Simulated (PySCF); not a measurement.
In (indium, neutral) across methods

[Kr] 4d10 5s2 6s1, 2S determinant (an excited configuration). All numbers are calculated (PySCF 2.14, scalar relativity by spin-free X2C-1e, in x2c-TZVPPall with one added diffuse shell each of s, p, d, f type (9s7p5d3f, 76 functions)).

| method | E (hartree) | mean ε 5s α (eV) | mean ε 5s β (eV) | mean ε 6s α (eV) | Σ⟨r²⟩ (bohr²) | ⟨S²⟩ |
| --- | --- | --- | --- | --- | --- | --- |
| PBE | -5880.39 | -10.658 | -10.604 | -1.555 | 90.97 | 0.750 |
| M06-2X | -5881.30 | -11.995 | -12.074 | -2.086 | 92.90 | 0.750 |
| PBE0 | -5880.47 | -11.507 | -11.419 | -1.840 | 91.23 | 0.750 |
| TPSS | -5880.56 | -10.552 | -10.528 | -1.533 | 91.50 | 0.750 |
| UHF | -5878.13551 | -13.204 | -12.968 | -2.339 | 92.74 | 0.750 |
| wB97X | -5881.00 | -13.773 | -13.686 | -2.508 | 90.52 | 0.750 |
| LDA | -5874.97 | -11.015 | -10.948 | -1.483 | 89.55 | 0.750 |
| wB97M-V | -5880.40 | -13.665 | -13.487 | -2.213 | 89.41 | 0.751 |

Estimate the same row for r2SCAN.

E (hartree) = -5880.81; mean ε 5s α (eV) = -10.785; mean ε 5s β (eV) = -10.873; mean ε 6s α (eV) = -1.510; Σ⟨r²⟩ (bohr²) = 91.07; ⟨S²⟩ = 0.751.

The outer electron is Rydberg-like, and this basis confines it to a smaller radius and binds it less than a complete one would.
